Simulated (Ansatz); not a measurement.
Born–Oppenheimer molecular dynamics of BCl2F (4 atoms, charge 0, multiplicity 1). It starts from a relaxed structure.

All numbers below come from RKS BLYP-D4/cc-pVDZ (Ansatz).

```yaml
ensemble: NVT, Nosé–Hoover chain
time_step: 2 fs
steps_asked: 100
set_temperature: 300 K
thermostat: time constant 100 fs, chain length 3 (defaults)
seed: 332205
```

First frame:

```xyz
4
Properties=species:S:1:pos:R:3
B 0.032 0.000 0.019
Cl 0.008 0.000 1.787
Cl 1.552 0.000 -0.887
F -1.124 0.000 -0.649
```

**Question.** How far do the bonds stretch over the last three quarters of this one trajectory? (Pairs bonded in most of those frames.)

**Answer.** 
```tsv
bond	mean (Å)	spread (Å)	shortest	longest
B1–Cl2	1.772	0.036	1.68	1.83
B1–Cl3	1.771	0.040	1.70	1.84
B1–F4	1.337	0.030	1.29	1.38
```

Mean temperature of the second half: 293 K. The conserved energy stayed within 1.6 meV per atom of its start (net change 1.5 meV per atom), so the integration is sound. A run of 0.2 ps of so small a system gives no equilibrium averages.

The run took 2.4 min on 1 thread of Arm Neoverse V1, with other jobs on the host, peak memory 0.11 GiB.
